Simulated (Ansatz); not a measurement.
Reaction (ligand exchange at the Si–Cl bond): `Cl[SiH](Cl)[O][GeH3]` + H–F → `F[SiH](Cl)[O][GeH3]` + HCl

Gas-phase electronic energies from Ansatz, PBE0-D4/def2-TZVP geometries. CCSD(T)/CBS adds triple-zeta CCSD(T) − MP2 to the extrapolated MP2 energy (def2 sets, frozen cores). This one scheme is used for every species. Functionals use def2-TZVPP. B3LYP here is the variant with VWN-RPA as its local correlation; programs differ in this. For Ge outer-core shells are correlated without core-valence functions, which leaves a few kJ/mol of doubt a bond. Scalar relativity is left out up to krypton. Each species was taken in one conformer, which may not be the lowest.

`Cl[SiH](Cl)[O][GeH3]`:

Z-matrix (Å, degrees):
```
Si
Cl 1 2.045
O 1 1.603 2 110.8
Cl 1 2.048 2 107.4 3 120.8
H 1 1.469 2 108.9 3 -121.4
Ge 3 1.792 1 135.2 2 67.3
H 6 1.532 3 106.7 1 93.6
H 6 1.531 3 104.8 1 -147.2
H 6 1.534 3 108.2 1 -27.1
```

H–F:

Cartesian coordinates in Å:
```
F 0.288 0.336 0.124
H -0.288 -0.336 -0.124
```

`F[SiH](Cl)[O][GeH3]`:

Z-matrix (Å, degrees):
```
Si
Cl 1 2.045
O 1 1.600 2 110.7
F 1 1.587 2 106.3 3 -120.3
H 1 1.468 2 109.9 3 122.7
Ge 3 1.791 1 136.9 2 -35.4
H 6 1.534 3 108.2 1 -38.3
H 6 1.533 3 107.1 1 82.6
H 6 1.531 3 104.6 1 -158.2
```

HCl:

Cartesian coordinates in Å:
```
Cl 0.099 -0.442 0.451
H -0.099 0.442 -0.451
```

```csv
level,ΔE (kcal/mol)
LDA (SPW92),-11.1
B3LYP-D4,-12.2
CAM-B3LYP-D4,-13.8
ωB97M-V,-12.0
B3LYP,-14.0
HF/def2-TZVPP,-15.7
CCSD(T)/def2-TZVPP,-12.5
MP2/CBS(def2),-9.7
```

Question: What does CCSD(T)/CBS give? (Estimate.)

Answer: Computed: -11.3 kcal/mol. The listed levels differ from it by 0.2, -0.9, -2.5, -0.7, -2.7, -4.4, -1.2, 1.6 kcal/mol.

Largest T1 diagnostic among the species: 0.011.

In def2-TZVPP, CCSD(T) changes the Hartree–Fock value by +3.2 kcal/mol (the triples alone add +0.7 kcal/mol) and MP2 by +4.8 kcal/mol. Leaving LDA and LC-ωPBE aside and taking each functional with its dispersion term where it has one, the values, not all of them listed here, spread over 4.8 kcal/mol, from CAM-B3LYP-D4 to revPBE-D4. At CCSD(T), def2-SVP lies −1.1 kcal/mol from the extrapolated value and def2-TZVPP −1.2 kcal/mol.
